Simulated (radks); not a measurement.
Computed order of ionisation of palladium. At each step one electron was removed from each of the four highest sub-shells of the ion before, moves of one valence electron (up to charge 6) and the configuration listed by NIST were tried, and the lowest configuration was kept. Code: a radial shooting solver on a logarithmic mesh with Libxc functionals. Model: Dirac Kohn-Sham, BLYP, spin-unpolarised, spherical densities, finite nucleus; Fermi nuclear charge, rms radius of each element as measured or else 0.836 A^(1/3) + 0.57 fm. Sub-shells are occupied by j as written (lower j first in brackets).

[
 {"species": "Pd", "lowest configuration found": "[Kr] 4d10", "NIST configuration": "same", "margin to the next tried (eV)": "1.177", "IE (eV)": "8.890", "NIST IE (eV)": "8.337", "kind": "exp."},
 {"species": "Pd+", "lowest configuration found": "[Kr] 4d(3/2: 4, 5/2: 5)", "NIST configuration": "same", "margin to the next tried (eV)": "0.480", "IE (eV)": "20.516", "NIST IE (eV)": "19.4", "kind": "semi-emp."},
 {"species": "Pd2+", "lowest configuration found": "[Kr] 4d(3/2: 4, 5/2: 4)", "NIST configuration": "same", "margin to the next tried (eV)": "0.527", "IE (eV)": "33.979", "NIST IE (eV)": "32.930", "kind": "semi-emp."},
 {"species": "Pd3+", "lowest configuration found": "[Kr] 4d(3/2: 4, 5/2: 3)", "NIST configuration": "same", "margin to the next tried (eV)": "0.576", "IE (eV)": "48.891", "NIST IE (eV)": "46", "kind": "theory"},
 {"species": "Pd4+", "lowest configuration found": "[Kr] 4d(3/2: 4, 5/2: 2)", "NIST configuration": "same", "margin to the next tried (eV)": "0.626", "IE (eV)": "65.024", "NIST IE (eV)": "61", "kind": "theory"},
 {"species": "Pd5+", "lowest configuration found": "[Kr] 4d(3/2: 4, 5/2: 1)", "NIST configuration": "same", "margin to the next tried (eV)": "0.678", "IE (eV)": "82.228", "NIST IE (eV)": "84", "kind": "theory"},
 {"species": "Pd6+", "lowest configuration found": "[Kr] 4d(3/2: 4, 5/2: 0)", "NIST configuration": "same", "margin to the next tried (eV)": "0.731", "IE (eV)": "101.18", "NIST IE (eV)": "101", "kind": "theory"},
 {"species": "Pd7+", "lowest configuration found": "[Kr] 4d(3/2: 3, 5/2: 0)", "NIST configuration": "same", "margin to the next tried (eV)": "52.118", "IE (eV)": "120.36", "NIST IE (eV)": "120", "kind": "theory"},
 {"species": "Pd8+", "lowest configuration found": "[Kr] 4d(3/2: 2, 5/2: 0)", "NIST configuration": "same", "margin to the next tried (eV)": "53.097", "IE (eV)": "140.36", "NIST IE (eV)": "141", "kind": "theory"},
 {"species": "Pd9+", "lowest configuration found": "[Kr] 4d(3/2: 1, 5/2: 0)", "NIST configuration": "same", "margin to the next tried (eV)": "54.041", "IE (eV)": "161.15", "NIST IE (eV)": "160", "kind": "theory"},
 {"species": "Pd10+", "lowest configuration found": "[Kr]", "NIST configuration": "same", "margin to the next tried (eV)": "54.944", "IE (eV)": "238.49", "NIST IE (eV)": "238.6", "kind": "semi-emp."},
 {"species": "Pd11+", "lowest configuration found": "[Ar] 3d10 4s2 4p(1/2: 2, 3/2: 3)", "NIST configuration": "same", "margin to the next tried (eV)": "5.916", "IE (eV)": "262.44", "NIST IE (eV)": "260", "kind": "theory"},
 {"species": "Pd12+", "lowest configuration found": "[Ar] 3d10 4s2 4p(1/2: 2, 3/2: 2)", "NIST configuration": "same", "margin to the next tried (eV)": "6.152", "IE (eV)": "286.88", "NIST IE (eV)": "286", "kind": "theory"},
 {"species": "Pd13+", "lowest configuration found": "[Ar] 3d10 4s2 4p(1/2: 2, 3/2: 1)", "NIST configuration": "same", "margin to the next tried (eV)": "6.392", "IE (eV)": "311.75", "NIST IE (eV)": "311", "kind": "theory"}
]

Reference values: NIST Atomic Spectra Database (exp. = measured, semi-emp. = semi-empirical, theory = theoretical value adopted there). Spin polarisation and multiplet splitting are left out, so open shells lie too high by an amount that depends on their filling.

Beside tabulated values, note that spin-unpolarised runs miss the spin-polarisation part of the exchange energy of open shells.
